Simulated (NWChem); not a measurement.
Two isomers of C₄H₅FO, each optimised at B3LYP/6-31G* with NWChem. Flexible species stand in one conformer each, which need not be the lowest. Pople sets run with spherical d functions.

A: FC=C1COC1
B: [C@H]1(F)CCC1=O

Problem. Which is lower in energy, by how much, and how do their other properties compare?

Solution. B is lower by 25.6 kcal/mol in electronic energy; with zero-point energies, B − A = -25.8 kcal/mol.
|  | A | B |
|---|---|---|
| highest occupied level (eV) | -6.56 | -6.86 |
| orbital gap (eV) | 6.83 | 5.79 |
| dipole (D) | 1.47 | 3.39 |
| highest harmonic frequency (cm⁻¹) | 3220 | 3161 |
| zero-point energy (kcal/mol) | 52.9 | 52.7 |
